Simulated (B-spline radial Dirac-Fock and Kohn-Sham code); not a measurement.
**Kohn-Sham estimates against Dirac-Fock for the levels of Sc**

System: neutral scandium in the configuration [Ar] 3d2 4s1 (an excited configuration).

The density-functional columns are spherical, spin-unpolarised Dirac-Kohn-Sham results without Breit or QED terms: −ε is minus the orbital energy of the initial state and ΔSCF the difference of two total energies. The reference in the last column comes from Dirac-Fock (average of configuration) total-energy differences with a finite nucleus, the Breit interaction including its frequency dependence, and self-energy and vacuum-polarisation corrections. All numbers are from an atomic code on a B-spline grid, in eV; a selection of levels is shown.

```
     level  LDA −ε  LDA ΔSCF  Dirac-Fock
    K (1s)  4381.6    4501.9      4494.8
   L1 (2s)   469.5     488.1       504.2
L2 (2p1/2)   387.7     409.6       408.9
L3 (2p3/2)   383.1     404.8       404.4
M2 (3p1/2)   31.11     36.45       35.49
M3 (3p3/2)   30.61     35.92       35.02
 M4,5 (3d)    1.50      5.45        3.43
   N1 (4s)    3.67      6.09        4.97
```

Values without a named source are computed, but for edge energies of neutral atoms, which are taken from tables.
